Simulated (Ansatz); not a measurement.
Born–Oppenheimer molecular dynamics of a periodic cell of 36 atoms, H3C2N (contents 6 CH3CN, density as packed 0.60 g/cm³ with natural masses). It starts from a partly relaxed structure (largest force component 0.25 eV/Å).

Theory: DFT PBEsol, scalar-relativistic, plane waves, PAW in Ansatz. Settings: accuracy low, cutoff 420 eV, k mesh 1x1x1, fermi-dirac smearing 0.02 eV, no spin polarisation.

```yaml
ensemble: NVT, Langevin thermostat
time_step: 0.5 fs
steps_asked: 120
set_temperature: 1000 K
friction: 0.02 /fs
seed: 11463
```

Frames 5 fs apart, positions in Å, forces in eV/Å.

Velocities at 30.0 fs (Å/ps):

```
C 7.37 9.20 3.73
C 13.29 -12.06 -8.74
N -6.51 -7.19 5.80
H 6.98 7.59 50.66
H -36.44 -1.73 -13.88
H 12.91 33.32 -7.65
C 4.77 14.28 3.40
C 8.20 -6.90 -5.88
N 1.64 -7.89 5.82
H 25.12 17.54 -3.56
H 5.39 13.69 40.45
H 13.76 -37.14 -51.36
C -0.50 -12.66 6.83
C -4.24 -13.91 -0.21
N 6.83 -6.79 -9.27
H 6.03 -21.87 -30.19
H -28.89 10.60 16.05
H -48.04 -9.80 -5.42
C -5.84 -0.79 2.92
C 0.99 2.40 -6.61
N 3.48 -1.16 10.42
H -9.44 -20.28 -24.52
H 19.82 12.72 -8.46
H 5.81 27.22 -3.62
C 10.70 -12.72 7.87
C -1.34 7.79 13.29
N -3.43 -16.13 -15.17
H 23.11 29.69 13.85
H -6.01 13.86 19.72
H -17.90 -29.33 15.86
C -7.40 13.39 -8.31
C 2.45 -10.76 -8.03
N 6.94 -6.55 0.67
H 3.75 38.45 -30.10
H -8.89 45.66 -13.30
H 15.90 22.33 7.86
```

```xyz
36
Lattice="8.7876 0.0000 0.0000 0.0000 8.7876 0.0000 0.0000 0.0000 8.7876" Properties=species:S:1:pos:R:3:forces:R:3 time_fs=30.0 energy_less_start_eV=2.342 T=841
C 9.242 3.288 4.779 -1.92 -0.69 -0.20
C 8.503 3.703 6.035 0.70 0.13 0.00
N 7.873 4.094 6.955 1.18 -0.69 -1.59
H 8.367 3.252 4.033 1.21 0.27 0.42
H 10.113 3.872 4.415 -0.58 0.40 0.52
H 9.641 2.237 4.718 -0.49 0.52 0.84
C 4.442 0.873 3.801 1.04 -2.54 1.29
C 3.825 1.608 2.817 -1.21 0.89 -2.45
N 3.418 2.221 1.913 -0.07 0.07 0.23
H 5.181 0.129 3.385 -0.04 1.00 0.04
H 4.914 1.616 4.448 0.30 -0.42 0.53
H 3.820 0.124 4.357 -0.17 0.97 0.11
C 5.902 7.715 8.735 -0.81 2.97 -0.58
C 5.014 7.952 7.605 1.34 -0.55 2.20
N 4.271 7.888 6.745 -1.84 0.23 -2.25
H 5.731 6.694 8.987 0.61 -1.06 0.55
H 6.874 8.079 8.363 0.41 -0.77 0.55
H 5.589 8.435 9.556 0.31 -0.82 -0.46
C 2.150 5.654 8.523 -0.95 -2.23 1.97
C 0.996 6.356 9.088 3.93 -2.77 -1.68
N 0.543 7.190 9.689 -3.23 3.53 2.56
H 1.693 4.884 7.894 0.62 -0.19 -0.68
H 2.731 6.414 8.027 0.66 0.13 -0.56
H 2.724 5.042 9.388 -1.10 1.48 -1.65
C 8.186 6.626 3.884 0.43 -0.54 0.21
C 7.770 7.985 4.191 -0.62 -0.36 -0.23
N 7.222 8.912 4.638 0.71 0.01 -0.30
H 9.166 6.435 3.354 -0.94 0.61 0.44
H 8.207 6.215 4.898 0.56 -0.41 0.38
H 7.397 5.979 3.444 0.07 0.70 -0.38
C 4.905 3.200 7.781 -0.90 -1.14 -0.27
C 4.178 3.301 6.514 -0.50 -1.00 -3.09
N 3.628 3.178 5.453 1.53 0.88 3.58
H 4.782 2.148 8.160 0.12 0.54 -0.38
H 5.966 3.485 7.848 -0.08 0.20 -0.63
H 4.313 3.762 8.475 -0.31 0.67 0.96
36
Lattice="8.7876 0.0000 0.0000 0.0000 8.7876 0.0000 0.0000 0.0000 8.7876" Properties=species:S:1:pos:R:3:forces:R:3 time_fs=35.0 energy_less_start_eV=2.666 T=793
C 9.266 3.327 4.804 0.20 0.51 1.18
C 8.571 3.667 6.025 -2.06 1.89 4.17
N 7.870 4.039 6.947 3.08 -1.59 -3.82
H 8.410 3.333 4.210 -1.43 -0.36 -2.21
H 10.015 4.002 4.401 0.13 0.72 0.33
H 9.749 2.377 4.776 0.20 -1.21 0.31
C 4.472 0.919 3.838 0.52 -2.21 0.35
C 3.869 1.574 2.781 0.07 0.25 0.71
N 3.424 2.188 1.932 -1.22 1.49 -2.39
H 5.284 0.358 3.383 0.92 -0.03 -0.03
H 4.882 1.594 4.600 -0.37 -0.43 0.10
H 3.849 0.038 4.120 -0.03 0.75 0.85
C 5.872 7.679 8.757 -0.87 -0.27 -0.92
C 5.003 7.890 7.617 -0.81 -0.61 -1.56
N 4.287 7.856 6.688 0.66 0.30 1.05
H 5.848 6.554 8.894 0.27 1.12 0.56
H 6.858 8.055 8.501 0.60 -0.12 0.13
H 5.435 8.338 9.515 0.19 -0.45 0.80
C 2.134 5.627 8.523 -1.29 0.09 -4.52
C 1.034 6.364 9.044 -0.55 3.27 3.11
N 0.548 7.188 9.761 0.34 -2.32 -2.16
H 1.775 4.844 7.754 0.68 0.64 1.23
H 2.800 6.327 7.941 -0.57 -0.20 0.15
H 2.731 5.278 9.281 1.30 -1.50 2.16
C 8.240 6.570 3.935 -2.11 1.81 2.11
C 7.771 7.973 4.244 2.27 -6.01 -2.62
N 7.203 8.879 4.569 -2.19 4.87 1.72
H 9.184 6.629 3.411 0.30 -0.61 -0.17
H 8.194 6.288 5.020 1.12 -0.75 -0.49
H 7.380 5.961 3.537 0.87 0.67 -0.43
C 4.864 3.249 7.758 -0.71 0.77 -0.05
C 4.202 3.246 6.449 2.17 0.91 4.74
N 3.661 3.137 5.466 -2.16 -0.04 -3.69
H 4.818 2.193 8.030 0.35 -0.15 0.58
H 5.886 3.659 7.701 0.18 -0.42 -0.29
H 4.368 3.873 8.569 -0.04 -0.81 -0.99
36
Lattice="8.7876 0.0000 0.0000 0.0000 8.7876 0.0000 0.0000 0.0000 8.7876" Properties=species:S:1:pos:R:3:forces:R:3 time_fs=40.0 energy_less_start_eV=2.706 T=848
C 9.252 3.349 4.835 0.50 1.05 -1.32
C 8.596 3.673 6.071 4.50 -2.18 -6.11
N 7.909 3.957 6.884 -4.85 2.24 6.44
H 8.366 3.358 4.063 1.75 -0.41 0.95
H 9.979 4.244 4.579 -1.11 -1.74 0.28
H 9.854 2.386 4.898 -0.74 0.99 -0.31
C 4.520 0.898 3.881 0.65 -0.11 -1.98
C 3.923 1.547 2.761 -1.43 2.63 -0.93
N 3.410 2.200 1.925 0.82 -1.13 0.73
H 5.513 0.657 3.442 -0.22 -0.93 0.76
H 4.702 1.519 4.745 -0.18 0.41 0.14
H 3.814 0.118 4.096 0.19 -1.24 0.62
C 5.819 7.658 8.766 1.28 0.98 -1.26
C 4.980 7.837 7.600 -0.88 -0.32 -1.21
N 4.280 7.841 6.654 0.93 0.15 1.37
H 6.042 6.620 8.878 -0.32 -1.25 0.51
H 6.870 8.018 8.569 -0.77 0.33 0.11
H 5.412 8.149 9.638 -0.18 0.08 0.55
C 2.100 5.607 8.457 3.35 0.74 2.65
C 1.077 6.409 9.046 -0.88 2.05 2.55
N 0.562 7.149 9.834 0.79 -2.06 -2.54
H 2.021 4.798 7.807 -1.33 -1.85 -0.94
H 2.878 6.179 7.926 -0.35 0.93 -0.22
H 2.810 5.279 9.376 -1.69 0.17 -1.52
C 8.280 6.555 4.026 1.08 1.56 0.01
C 7.799 7.893 4.261 -3.20 3.81 0.75
N 7.202 8.907 4.527 2.84 -3.41 -0.85
H 9.220 6.707 3.401 -0.73 -0.84 0.71
H 8.370 6.227 5.069 0.65 -0.77 -0.08
H 7.517 5.981 3.517 -0.25 -0.36 -0.41
C 4.837 3.290 7.733 1.79 -0.54 -0.17
C 4.239 3.178 6.474 -2.73 0.49 -2.67
N 3.677 3.069 5.439 0.95 0.55 1.96
H 4.918 2.244 8.033 0.46 -0.30 0.59
H 5.848 3.713 7.503 -0.05 -0.23 0.64
H 4.345 3.807 8.539 -0.65 0.48 0.22
36
Lattice="8.7876 0.0000 0.0000 0.0000 8.7876 0.0000 0.0000 0.0000 8.7876" Properties=species:S:1:pos:R:3:forces:R:3 time_fs=45.0 energy_less_start_eV=3.494 T=733
C 9.243 3.370 4.867 3.00 -1.14 -0.11
C 8.659 3.676 6.038 -4.42 -0.27 4.06
N 7.896 3.914 6.898 1.23 0.14 -0.42
H 8.649 3.275 4.051 -2.27 -0.06 -2.57
H 9.878 4.185 4.830 2.04 2.13 -1.40
H 9.943 2.557 4.858 0.49 -0.96 0.36
C 4.569 0.854 3.903 -2.09 1.62 -0.39
C 3.950 1.566 2.741 -0.67 0.79 0.63
N 3.403 2.199 1.911 0.92 -0.92 0.76
H 5.623 0.795 3.633 0.17 -1.15 0.35
H 4.509 1.518 4.866 0.04 -0.84 -1.93
H 3.851 0.017 4.154 1.40 -0.04 -0.34
C 5.772 7.657 8.753 0.69 -2.23 1.84
C 4.939 7.771 7.581 1.71 -0.12 3.14
N 4.281 7.840 6.655 -1.65 0.15 -2.30
H 6.096 6.580 8.990 -0.82 0.56 -0.85
H 6.781 8.004 8.625 0.66 1.07 -0.39
H 5.460 7.907 9.815 -0.49 0.58 -1.38
C 2.093 5.589 8.416 1.11 -0.13 -1.73
C 1.084 6.470 9.084 3.22 -3.88 -3.68
N 0.560 7.089 9.869 -2.38 2.42 2.49
H 2.027 4.594 7.733 -1.16 2.39 1.30
H 2.953 6.180 7.931 -1.46 -0.12 0.15
H 2.638 5.210 9.244 0.53 -0.74 1.46
C 8.350 6.557 4.117 -0.34 0.49 -0.61
C 7.776 7.892 4.269 2.49 -4.97 -0.13
N 7.260 8.863 4.491 -1.65 4.34 0.85
H 9.185 6.625 3.432 0.80 0.26 -0.25
H 8.699 6.061 5.058 -0.78 0.37 -0.50
H 7.639 6.022 3.453 -0.02 -0.46 0.80
C 4.848 3.313 7.707 0.66 -1.26 2.72
C 4.228 3.124 6.480 -1.89 0.18 -2.17
N 3.703 3.021 5.434 0.28 0.56 1.42
H 5.060 2.299 8.190 -0.23 0.75 -0.53
H 5.851 3.709 7.491 0.17 0.55 0.44
H 4.224 3.799 8.530 0.71 -0.09 -1.10
36
Lattice="8.7876 0.0000 0.0000 0.0000 8.7876 0.0000 0.0000 0.0000 8.7876" Properties=species:S:1:pos:R:3:forces:R:3 time_fs=50.0 energy_less_start_eV=3.219 T=697
C 9.280 3.375 4.875 4.08 0.83 -4.14
C 8.636 3.663 6.055 -1.83 -0.84 0.63
N 7.878 3.873 6.904 0.00 0.43 0.93
H 8.683 3.193 3.868 0.55 0.67 2.11
H 10.019 4.358 4.753 -1.51 -2.14 -0.33
H 10.092 2.555 4.817 -1.13 0.85 0.75
C 4.608 0.832 3.900 -0.30 0.38 -3.18
C 3.972 1.599 2.719 1.76 -2.39 3.16
N 3.421 2.184 1.898 -0.61 0.92 -1.31
H 5.737 0.766 3.895 -1.08 -0.07 -0.40
H 4.350 1.403 4.737 -0.34 1.06 1.37
H 4.105 -0.121 4.098 0.13 -0.33 -0.49
C 5.750 7.620 8.766 2.38 -1.38 1.06
C 4.935 7.696 7.610 -2.42 0.98 -2.43
N 4.248 7.841 6.646 1.81 -0.60 2.51
H 5.985 6.545 9.028 0.25 0.38 -0.94
H 6.753 8.146 8.641 -0.96 -0.50 0.00
H 5.407 7.819 9.784 -0.97 1.12 -0.14
C 2.108 5.552 8.348 -0.77 1.82 5.64
C 1.123 6.503 9.068 0.14 -1.71 0.50
N 0.513 7.048 9.913 0.62 -0.34 -1.52
H 1.779 4.740 7.809 -1.35 -1.30 -2.08
H 2.833 6.235 8.021 1.52 0.52 -1.39
H 2.534 4.987 9.283 -0.30 0.96 -1.16
C 8.403 6.580 4.161 1.35 -0.43 -2.92
C 7.792 7.841 4.269 0.40 -0.05 1.12
N 7.282 8.857 4.463 0.23 0.76 0.06
H 9.255 6.620 3.426 -0.23 0.66 0.26
H 8.859 6.016 4.936 -0.30 -0.10 1.62
H 7.780 5.976 3.519 -0.79 -0.84 0.07
C 4.856 3.332 7.710 1.37 -1.18 0.46
C 4.183 3.088 6.483 0.88 0.40 0.67
N 3.724 2.973 5.435 -1.06 0.34 -0.73
H 5.115 2.403 8.252 -0.34 -0.35 -0.29
H 5.888 3.755 7.599 -0.71 0.44 -0.23
H 4.191 3.791 8.404 -0.45 1.00 0.77
36
Lattice="8.7876 0.0000 0.0000 0.0000 8.7876 0.0000 0.0000 0.0000 8.7876" Properties=species:S:1:pos:R:3:forces:R:3 time_fs=55.0 energy_less_start_eV=2.664 T=834
C 9.347 3.373 4.808 -1.35 1.53 2.10
C 8.567 3.639 6.084 5.79 -1.68 -8.13
N 7.858 3.834 6.904 -4.85 1.54 6.28
H 8.656 3.297 3.990 -0.60 -0.79 -0.51
H 9.961 4.213 4.528 0.48 0.85 0.22
H 10.049 2.607 4.972 0.73 -1.60 -0.07
C 4.619 0.821 3.871 -1.60 0.25 -0.08
C 4.007 1.609 2.753 0.35 -0.85 -0.21
N 3.442 2.171 1.883 0.92 -0.61 1.27
H 5.705 0.731 4.061 0.05 0.78 -0.80
H 4.208 1.363 4.779 0.26 -0.82 -0.65
H 4.321 -0.263 3.926 -0.39 0.80 -0.38
C 5.784 7.557 8.794 -3.11 1.10 0.42
C 4.911 7.638 7.611 0.92 0.51 0.45
N 4.252 7.828 6.676 -0.24 -0.27 -0.09
H 6.002 6.527 8.977 0.57 -0.82 0.41
H 6.629 8.208 8.708 0.95 0.28 -0.22
H 5.125 7.997 9.648 1.02 -0.78 -0.91
C 2.105 5.542 8.375 -2.46 1.67 -1.19
C 1.152 6.505 9.060 -1.44 -0.15 3.23
N 0.487 6.999 9.935 2.08 -1.21 -3.41
H 1.438 4.921 7.576 1.79 1.31 1.57
H 2.877 6.269 7.955 -0.42 -1.36 -0.09
H 2.439 4.912 9.203 0.31 -0.30 -0.09
C 8.484 6.603 4.159 -0.57 -4.32 -1.07
C 7.800 7.792 4.281 -1.59 4.33 1.58
N 7.306 8.858 4.450 1.53 -2.54 -0.36
H 9.275 6.710 3.430 0.63 0.17 -0.42
H 8.864 5.990 5.037 -0.58 1.27 -0.39
H 7.747 5.857 3.602 1.16 1.07 0.89
C 4.894 3.342 7.729 -1.68 1.06 -0.03
C 4.144 3.110 6.504 1.11 0.14 -1.23
N 3.733 2.934 5.419 -0.34 0.76 1.65
H 5.112 2.405 8.199 0.06 -0.85 0.59
H 5.837 3.908 7.636 -0.17 -0.07 -0.52
H 4.159 3.910 8.357 0.68 -0.39 0.19
```

Of the whole run (60 fs, mean temperature of the second half 814 K): The mean temperature of the second half is 19 % below the set value. A run of 0.06 ps of so small a system gives no equilibrium averages. Limits of this set-up: coarse k mesh, low accuracy level.

The run took 6.4 min on 1 thread of Arm Neoverse V2 (shared host), peak memory 0.56 GiB.
